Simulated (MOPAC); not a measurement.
A run for MOPAC: PM6 on HISi (SMILES [SiH]I), a point of a bond scan (R = 1.522 Å).

```
PM6 1SCF PRECISE CHARGE=0 THREADS=1
HISi

Si    -1.12141345 1    -0.93268242 1     1.27808734 1
H     -2.09418162 1    -1.38629623 1     0.19834393 1
I      0.33573528 1     0.27252548 1    -0.34135031 1
```

It printed:

```
*******************************************************************************
 **                                                                           **
 **                              MOPAC v23.2.5                                **
 **                                                                           **
 *******************************************************************************
 ** MOPAC's Digital Object Identifier: https://doi.org/10.5281/zenodo.6511958 **
 **                                                                           **
 ** Please cite the open-source release paper for use of this MOPAC version:  **
 ** J. E. Moussa and J. J. P. Stewart (2026)                                  **
 ** MOPAC: An open-source semiempirical molecular orbital program             **
 ** J. Open Source Softw., 11(119), 8025, https://doi.org/10.21105/joss.08025 **
 *******************************************************************************

                              PM6 CALCULATION RESULTS

 *******************************************************************************
 *  PM6        - The PM6 Hamiltonian to be used
 *
 *
 *
 *                 CHARGE ON SYSTEM = 0
 *
 *
 *
 *  PRECISE    - TIGHTER CRITERIA TO BE USED
 *  1SCF       - DO 1 SCF AND THEN STOP
 *  THREADS=1  - MULTI-THREADING NOT USED
 *  T=         - A TIME OF 172800.0 SECONDS REQUESTED
 *  DUMP=N     - RESTART FILE WRITTEN EVERY 7200.0 SECONDS REQUESTED
 *******************************************************************************
PM6 1SCF PRECISE CHARGE=0 THREADS=1
 HISi

   ATOM   CHEMICAL          X               Y               Z
  NUMBER   SYMBOL      (ANGSTROMS)     (ANGSTROMS)     (ANGSTROMS)

     1      Si         -1.12141345  *  -0.93268242  *   1.27808734  *
     2       H         -2.09418162  *  -1.38629623  *   0.19834393  *
     3       I          0.33573528  *   0.27252548  *  -0.34135031  *



          CARTESIAN COORDINATES

    NO.       ATOM           X           Y           Z

     1        Si         -1.1214     -0.9327      1.2781
     2         H         -2.0942     -1.3863      0.1983
     3         I          0.3357      0.2725     -0.3414

 General Reference for PM6:
 "Optimization of Parameters for Semiempirical Methods V: Modification of NDDO Approximations
 and Application to 70 Elements", J. J. P. Stewart, J. Mol. Mod., 13, 1173-1213 (2007)
 URL: https://link.springer.com/article/10.1007/s00894-007-0233-4

           Empirical Formula: H Si I  =     3 atoms



      MOLECULAR POINT GROUP   :   Cs


      RHF CALCULATION, NO. OF DOUBLY OCCUPIED LEVELS = 6


 -------------------------------------------------------------------------------
 PM6 1SCF PRECISE CHARGE=0 THREADS=1
 HISi



     1SCF WAS SPECIFIED, SO BFGS WAS NOT USED
     SCF FIELD WAS ACHIEVED


                              PM6 CALCULATION
                                                       MOPAC v23.2.5 Linux




          FINAL HEAT OF FORMATION =         56.22115 KCAL/MOL =     235.22928 KJ/MOL


          COSMO AREA              =        109.63 SQUARE ANGSTROMS
          COSMO VOLUME            =        100.02 CUBIC ANGSTROMS

          IONIZATION POTENTIAL    =          8.116009 EV
          HOMO LUMO ENERGIES (EV) =         -8.116 -2.466
          NO. OF FILLED LEVELS    =          6
          MOLECULAR WEIGHT        =        155.9979         POINT GROUP:  Cs

          MOLECULAR DIMENSIONS (Angstroms)

            Atom       Atom       Distance
            I     3    H     2     2.99123
            H     2   Si     1     1.26512
            H     2   Si     1     0.00000


          SCF CALCULATIONS        =          1





   ATOM   CHEMICAL          X               Y               Z
  NUMBER   SYMBOL      (ANGSTROMS)     (ANGSTROMS)     (ANGSTROMS)

     1      Si         -1.12141345  *  -0.93268242  *   1.27808734  *
     2       H         -2.09418162  *  -1.38629623  *   0.19834393  *
     3       I          0.33573528  *   0.27252548  *  -0.34135031  *

                             CARTESIAN COORDINATES

   1   Si       -1.121413450    -0.932682420     1.278087340
   2    H       -2.094181620    -1.386296230     0.198343930
   3    I        0.335735280     0.272525480    -0.341350310


           Empirical Formula: H Si I  =     3 atoms



      MOLECULAR POINT GROUP   :   Cs


                  EIGENVALUES
 -20.97471 -17.01326 -11.21510 -10.10717  -9.73717  -8.11601  -2.46567  -1.85894
   0.21730   1.49336   1.53824   1.64557   1.67563   3.75781 112.50728 112.53593
 112.67639 112.96503 112.98035


              NET ATOMIC CHARGES AND DIPOLE CONTRIBUTIONS

  ATOM NO.   TYPE          CHARGE      No. of ELECS.   s-Pop       p-Pop       d-Pop
    1         Si           0.266857        3.7331     1.83724     1.70193     0.19397
    2          H           0.011526        0.9885     0.98847
    3          I          -0.278383        7.2784     1.91428     5.36182     0.00229
 DIPOLE           X         Y         Z       TOTAL
 POINT-CHG.    -2.002    -1.637     2.106     3.335
 HYBRID         0.302     0.396    -1.233     1.330
 SUM           -1.700    -1.241     0.872     2.278


          ATOMIC ORBITAL ELECTRON POPULATIONS

     Atom    s        px        py        pz      x^2-y^2     xz        z^2       yz        xy
    1 Si   1.83724   0.50876   0.27292   0.92025   0.02463   0.08719   0.01287   0.03051   0.03877
    2  H   0.98847
    3  I   1.91428   1.79430   1.77602   1.79149   0.00024   0.00068   0.00036   0.00051   0.00050

 **********************
 *                    *
 * JOB ENDED NORMALLY *
 *                    *
 **********************




 == MOPAC DONE ==
```

The run finished.

Cost: roughly 0.04 core-seconds.
